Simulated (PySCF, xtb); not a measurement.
N-methylsilyl-N-silylmethanamine (C2H11NSi2), SMILES C[SiH2]N(C)[SiH3].

GFN2-xTB (xtb 6.7.1) at its own geometry gives an orbital gap of 4.72 eV and a dipole moment of 0.84 D.

The structure is a stationary point at PBE0-D3(BJ)/def2-SVP. The values are those of a single conformer.

**Question.** What does r2SCAN/def2-TZVP in PySCF give? (An estimate is asked for; the answer gives what the named calculation found.)

**Answer.** gap 5.76 eV (levels -5.86 and -0.10 eV), dipole 1.25 D.
